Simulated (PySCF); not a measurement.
Working out the ionisation energy of Sr⁺

Sr⁺ [Kr] 5s1 (2S) → Sr²⁺ [Kr] (1S). All numbers are calculated (PySCF 2.14, scalar relativity through the core potential, in def2-TZVPPD with the def2 core potential (28 electrons)). Frozen: nothing. Energies in hartree (1 hartree = 27.21139 eV):

```
            part  Sr⁺ (lower)  Sr²⁺ (upper)
             UHF   -30.172767    -29.789026
CCSD correlation    -0.192150     -0.176214
             (T)    -0.004531     -0.003631
```

**Question.** What does Hartree-Fock give?

**Answer.** (-29.789026) − (-30.172767) = 0.383741 hartree = 10.442 eV.

**Question.** What do CCSD and CCSD(T) give?

**Answer.** The CCSD correlation energies differ by 0.015936 hartree = 0.434 eV and the triples by 0.000900 hartree = 0.024 eV, so CCSD gives 10.876 eV and CCSD(T) 10.900 eV.

Measured between the centres of the two terms (NIST): 11.030 eV, so CCSD(T) (valence and next inner shell) is off by -0.130 eV.

What remains against the reference includes basis incompleteness and higher excitations.
